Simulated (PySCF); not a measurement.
HI, SMILES I.

Geometry optimised at B3LYP-D3(BJ)/def2-TZVPD. The def2 effective core potentials stand for the cores of I; spin–orbit coupling is left out.

The numbers are results of PySCF with TDA-CAM-B3LYP/def2-TZVPD, not measurements.

Vertical excitations; the highest root listed may be one member of a degenerate set. Gas-phase values at a fixed geometry. State labels are in the subgroup C2v.

```
state  symmetry  energy (eV)  λ (nm)      f                                   main pairs
-----  --------  -----------  ------  -----  -------------------------------------------
S1           B2         5.44     228  0.004                   HOMO→LUMO (degenerate set)
S2           B1         5.44     228  0.004                 HOMO−1→LUMO (degenerate set)
S3           B1         7.50     165  0.188               HOMO−1→LUMO+4 (degenerate set)
S4           B2         7.50     165  0.188                 HOMO→LUMO+4 (degenerate set)
S5           B1         7.80     159  0.015               HOMO−1→LUMO+1 (degenerate set)
S6           B2         7.80     159  0.015                 HOMO→LUMO+1 (degenerate set)
S7           A1         7.98     155  0.000  HOMO→LUMO+3, HOMO−1→LUMO+2 (degenerate set)
S8           A2         7.98     155  0.000  HOMO−1→LUMO+3, HOMO→LUMO+2 (degenerate set)
S9           A2         8.03     154  0.000         HOMO→LUMO+2 49 %, HOMO−1→LUMO+3 49 %
S10          A1         8.23     151  0.002         HOMO−1→LUMO+2 48 %, HOMO→LUMO+3 48 %
T1           B2         4.82     257      0                   HOMO→LUMO (degenerate set)
T2           B1         4.82     257      0                 HOMO−1→LUMO (degenerate set)
T3           B2         7.15     174      0                 HOMO→LUMO+4 (degenerate set)
T4           B1         7.15     174      0               HOMO−1→LUMO+4 (degenerate set)
```
Triplets are in the Tamm–Dancoff approximation.
